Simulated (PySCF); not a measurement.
Atom-mapped SMILES (the numbers label the heavy atoms): `[N:1]#[C:2][B:3]([C:4]#[N:5])[CH2:6][SiH3:7]`. Each H is labelled by its parent atom.

Geometry: PBE0-D3(BJ)/def2-SVP; GIAO shifts from PySCF, gas phase, non-relativistic, averaged over equivalent atoms.

At PBE0/aug-cc-pVDZ (210 basis functions, 23 s wall time on 1 thread of an AMD EPYC 7R43 64-Core, shared host):
```tsv
atoms	δ (ppm)
N1/N5	352.6
C2/C4	122.6
C6	27.4
B3	42.7
Si7	-63.4
H(Si7)	4.23
H(C6)	2.25
```

δ = σ(ref) − σ, references computed at the same level: $^{15}$N (σ = 269.84 ppm) vs NH3; TMS for $^{13}$C (σ = 195.12 ppm) and $^{29}$Si (σ = 416.72 ppm) and $^{1}$H (σ = 31.39 ppm); $^{11}$B (σ = 110.17 ppm) against BF3·OEt2.

Q: Estimate the result of repeating the calculation with PBE0/def2-TZVP.

A: 
```json
{"atoms": "N1/N5", "δ at PBE0/def2-TZVP": "383.0", "change": "+30.4"}
{"atoms": "C2/C4", "δ at PBE0/def2-TZVP": "128.7", "change": "+6.1"}
{"atoms": "C6", "δ at PBE0/def2-TZVP": "29.7", "change": "+2.3"}
{"atoms": "B3", "δ at PBE0/def2-TZVP": "44.3", "change": "+1.6"}
{"atoms": "Si7", "δ at PBE0/def2-TZVP": "-67.9", "change": "-4.5"}
{"atoms": "H(Si7)", "δ at PBE0/def2-TZVP": "4.37", "change": "+0.14"}
{"atoms": "H(C6)", "δ at PBE0/def2-TZVP": "2.19", "change": "-0.06"}
```

References, each an isolated molecule treated in the same way: $^{15}$N (σref 265.93) vs NH3; $^{13}$C (σref 186.65), $^{29}$Si (σref 331.56), $^{1}$H (σref 31.48) vs TMS; BF3·OEt2 for $^{11}$B (σref 102.62).

The largest change is at N1/N5 (nitrile nitrogen). Cost: 253 basis functions, 33 s wall time on 1 thread of an AMD EPYC 7R43 64-Core, shared host.

A carbon bonded to boron is broadened by the quadrupolar boron nucleus and is often missing from a measured spectrum. Experimental scales use liquid or dissolved standards, which lie at an offset from isolated NH3 (liquid NH3: subtract about 20 ppm). Unscaled 15N shifts of sp2 nitrogen often come out too high even then, by a few to some tens of ppm.
